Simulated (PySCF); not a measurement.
C₂H₆ClGa, charge +1, doublet, geometry from GFN2-xTB (such geometries of metal compounds can be far from the true shape) (a state made from the parent by changing its charge; the spin is typed, not shown lowest). Base run: DF-HF/cc-pVDZ (PySCF).

Here is a job for PySCF.
```python
from pyscf import gto, scf

mol = gto.Mole()
mol.atom = '''
    Ga   -0.113187    0.044696   -0.082483
    C    -1.921726   -0.982946   -0.555037
    H    -1.857334   -1.242487   -1.613324
    H    -2.743211   -0.296523   -0.343974
    H    -1.913526   -1.858573    0.096770
    C    -0.375921    1.890249   -1.119339
    H    -0.667347    1.643297   -2.141419
    H     0.598654    2.377794   -1.054963
    H    -1.156774    2.432710   -0.583163
    Cl    1.472601   -0.581506    1.073136
'''
mol.basis = 'cc-pvdz'
mol.charge = 1
mol.spin = 1
mol.verbose = 4
mol.build()

mf = scf.UHF(mol)
mf = mf.density_fit(auxbasis='def2-universal-jkfit')
mf.kernel()
```

Each row names what was changed in the base input (with any setting that the change needs).

```json
[
 {"change": "base", "basis functions": "103", "E (Eh)": "-2461.70337", "HOMO (eV)": "-16.35"},
 {"change": "basis = ANO-RCC-VDZP; relativity = spin-free X2C; nucleus = Gaussian (with mol.nucmod = 'G'; without mf = mf.density_fit(auxbasis='def2-universal-jkfit'))", "basis functions": "103", "E (Eh)": "-2482.14753", "HOMO (eV)": "-16.52"},
 {"change": "basis = jorge-DZP-DKH; relativity = spin-free X2C; nucleus = Gaussian (with mol.nucmod = 'G'; without mf = mf.density_fit(auxbasis='def2-universal-jkfit'))", "basis functions": "127", "E (Eh)": "-2482.00789", "HOMO (eV)": "-16.50"},
 {"change": "basis = x2c-TZVPall; relativity = none (without mf = mf.density_fit(auxbasis='def2-universal-jkfit'))", "basis functions": "183", "E (Eh)": "-2453.52541", "HOMO (eV)": "-16.20"},
 {"change": "basis = ANO-RCC-VDZP; relativity = spin-free X2C (without mf = mf.density_fit(auxbasis='def2-universal-jkfit'))", "basis functions": "103", "E (Eh)": "-2482.15904", "HOMO (eV)": "-16.52"},
 {"change": "basis = ANO-RCC-VDZP; relativity = none (without mf = mf.density_fit(auxbasis='def2-universal-jkfit'))", "basis functions": "103", "E (Eh)": "-2450.25840", "HOMO (eV)": "-16.47"},
 {"change": "basis = jorge-DZP-DKH; relativity = none (without mf = mf.density_fit(auxbasis='def2-universal-jkfit'))", "basis functions": "127", "E (Eh)": "-2457.06470", "HOMO (eV)": "-16.44"},
 {"change": "basis = x2c-TZVPall; relativity = spin-free X2C; nucleus = Gaussian (with mol.nucmod = 'G'; without mf = mf.density_fit(auxbasis='def2-universal-jkfit'))", "basis functions": "183", "E (Eh)": "-2482.15537", "HOMO (eV)": "-16.29"},
 {"change": "basis = jorge-DZP-DKH; relativity = spin-free X2C (without mf = mf.density_fit(auxbasis='def2-universal-jkfit'))", "basis functions": "127", "E (Eh)": "-2482.01823", "HOMO (eV)": "-16.50"},
 {"change": "basis = x2c-TZVPall; relativity = spin-free X2C (without mf = mf.density_fit(auxbasis='def2-universal-jkfit'))", "basis functions": "183", "E (Eh)": "-2482.16518", "HOMO (eV)": "-16.29"}
]
```

Absolute energies of different levels of theory aren't comparable as measures of quality.

Open shells are given as the SCF converged; they aren't shown to be the lowest states, and a large step between rows can be another state.

Basis sets contracted for a relativistic Hamiltonian are a mismatch without it, so the rows without relativity aren't non-relativistic limits. No row has spin-orbit coupling; sets with core potentials leave out the core electrons.
